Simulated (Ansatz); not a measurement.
`[CH3][GeH2][NH][Si](C)(F)F` and `C[Si](F)(F)C=O` differ in one atom or group.

Ansatz, PBE0-D4/def2-TZVP geometries, multiplicity 1. Each molecule was computed in one conformer, which needn't be the lowest.

Scalar relativity is left out up to krypton.

| property | `[CH3][GeH2][NH][Si](C)(F)F` |
| --- | --- |
| HOMO energy (PBE0/def2-TZVPP) / eV | -7.69 |
| HOMO energy (PBE/def2-TZVPP) / eV | -6.29 |
| size of the dipole moment (B3LYP/def2-TZVPP) / D | 2.74 |
| LUMO energy (PBE/def2-TZVPP) / eV | -0.34 |
| LUMO energy (PBE0/def2-TZVPP) / eV | 0.48 |
| size of the dipole moment (ωB97M-V/def2-TZVPP) / D | 2.73 |

(1) What does the change do to each property? (An estimate is asked.)

Answers

(1) Computed: 
```json
{"property": "HOMO energy (PBE0/def2-TZVPP) / eV", "`C[Si](F)(F)C=O`": "-7.39", "shift": "0.30"}
{"property": "HOMO energy (PBE/def2-TZVPP) / eV", "`C[Si](F)(F)C=O`": "-5.83", "shift": "0.46"}
{"property": "size of the dipole moment (B3LYP/def2-TZVPP) / D", "`C[Si](F)(F)C=O`": "0.95", "shift": "-1.79"}
{"property": "LUMO energy (PBE/def2-TZVPP) / eV", "`C[Si](F)(F)C=O`": "-3.13", "shift": "-2.79"}
{"property": "LUMO energy (PBE0/def2-TZVPP) / eV", "`C[Si](F)(F)C=O`": "-1.98", "shift": "-2.46"}
{"property": "size of the dipole moment (ωB97M-V/def2-TZVPP) / D", "`C[Si](F)(F)C=O`": "0.96", "shift": "-1.77"}
```

With PBE0 the HOMO rises by 0.30 eV and the LUMO falls by 2.46 eV, so the gap narrows by about 2.76 eV. PBE moves the HOMO by 0.46 eV and ωB97M-V by 0.29 eV. Dipoles are sizes alone; their direction can turn.

B3LYP here is the variant with VWN-RPA as its local correlation; programs differ in this.
